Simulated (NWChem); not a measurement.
Molecule: SiH3O3F; SMILES F[Si](O)(O)O

```xyz
8

O      0.5819    -1.5223     0.2819
Si     0.0002    -0.0113     0.0545
O     -1.5330     0.0924     0.6131
O      0.9523     1.0796     0.8140
F     -0.0007     0.3135    -1.5324
H      0.0984    -2.2497    -0.1193
H     -1.9797     0.9395     0.5311
H      1.8806     1.1075     0.5667
```
Atoms are numbered in this order, from 1.

Results from NWChem. Structure relaxed at the PBE0/def2-SVP level. Level: PBE0/def2-SVP with SMD (1 M gas to 1 M solution), gas-phase geometry. Reactions with the solvent are ignored.

For solvent n-hexane:

```
Item                                         Result
-------------------------------------------  ------
solvation free energy (kcal/mol)               -4.4
cavity-dispersion-structure term (kcal/mol)    -1.2
dipole in solution (D)                         0.49
```

Task: Estimate the same quantities for solvent water.

Result: The solvation free energy (kcal/mol) is -12.6, the cavity-dispersion-structure term (kcal/mol) is 2.8 and the dipole in solution (D) comes out as 0.71.
